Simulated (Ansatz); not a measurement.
Born–Oppenheimer molecular dynamics of Cl4H3NSn (9 atoms, charge 0, multiplicity 1). It starts at the highest image of a converged band, a first-order saddle point between two minima.

All numbers below come from RKS PBE0-D4/def2-SVP in Ansatz 0.2.0.

```
ensemble                      : NVE (velocity Verlet)
time step                     : 0.5 fs
steps asked                   : 200
starting velocities drawn for : 100 K
seed                          : 2290
```

First frame:

```xyz
9
Properties=species:S:1:pos:R:3
Sn -0.555 0.074 -0.262
Cl -0.121 1.044 2.644
Cl 1.440 -1.036 0.104
Cl -0.453 2.333 -0.741
Cl -1.383 -0.884 -2.232
N -2.021 -0.406 1.137
H -2.148 -1.419 1.202
H -2.922 -0.001 0.876
H -1.235 0.295 2.214
```

Question: How far do the bonds stretch over the last three quarters of this one trajectory? (Pairs bonded in most of those frames.)

Answer: 
| bond | mean (Å) | spread (Å) | shortest | longest |
| --- | --- | --- | --- | --- |
| Sn1–Cl3 | 2.318 | 0.025 | 2.28 | 2.35 |
| Sn1–Cl4 | 2.315 | 0.008 | 2.30 | 2.33 |
| Sn1–Cl5 | 2.345 | 0.005 | 2.34 | 2.35 |
| Sn1–N6 | 2.087 | 0.019 | 2.05 | 2.12 |
| Cl2–H9 | 1.421 | 0.032 | 1.38 | 1.49 |
| N6–H7 | 1.023 | 0.014 | 1.00 | 1.05 |
| N6–H8 | 1.024 | 0.016 | 1.00 | 1.05 |

Mean temperature of the second half: 50 K. The conserved energy stayed within 0.073 meV per atom of its start (net change 0.04 meV per atom), so the integration is sound. A run of 0.1 ps of so small a system gives no equilibrium averages. The orbitals stay closed-shell, which can raise the energy where a bond breaks towards radicals; this wasn't checked here.

Run time: 8.8 min on 4 threads of Arm Neoverse V1, on a shared host, peak memory 0.39 GiB.
